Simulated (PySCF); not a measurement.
Highest orbital energy against ionisation energy along the second row

Calculated with PySCF 2.14, no spin-orbit coupling. Each cell gives −ε(HOMO) / ΔSCF in eV; NIST values include spin-orbit coupling, (s) semi-empirical, (t) theoretical.

```
                         species              UHF              LDA              PBE             PBE0           r2SCAN  NIST (lowest levels)
Be⁺ (dyall-acv3z, spin-free X2C)  18.132 / 18.130  14.301 / 18.256  14.474 / 18.499  15.484 / 18.460  14.634 / 18.191                18.211
 B⁺ (dyall-acv3z, spin-free X2C)  23.785 / 23.449  19.413 / 24.560  19.510 / 24.613  20.798 / 24.568  19.736 / 24.271                25.155
 C⁺ (dyall-acv3z, spin-free X2C)  24.874 / 24.168  17.806 / 24.773  17.949 / 24.853  19.790 / 24.834  18.642 / 25.000                24.383
 N⁺ (dyall-acv3z, spin-free X2C)  30.376 / 29.202  22.004 / 30.058  22.017 / 29.899  24.238 / 29.909  22.796 / 30.136            29.601 (s)
 O⁺ (dyall-acv3z, spin-free X2C)  36.203 / 34.568  26.439 / 35.584  26.360 / 35.274  28.969 / 35.307  27.291 / 35.480                35.121
 F⁺ (dyall-acv3z, spin-free X2C)  35.643 / 33.377  26.173 / 35.269  26.440 / 35.414  29.021 / 35.242  27.035 / 35.111                34.971
Ne⁺ (dyall-acv3z, spin-free X2C)  42.086 / 39.254  31.233 / 41.434  31.227 / 41.131  34.209 / 40.993  32.017 / 41.127                40.963
```

How far is −ε(HOMO) from ΔSCF on average for each method, and why?

UHF 1.28 eV; LDA -7.51 eV; PBE -7.39 eV; PBE0 -5.26 eV; r2SCAN -6.74 eV. Hartree-Fock orbital energies lack relaxation and so exceed the ΔSCF value; semilocal functionals have convex E(N) from self-interaction, so their HOMO lies far too high; exact exchange moves hybrids part of the way back.
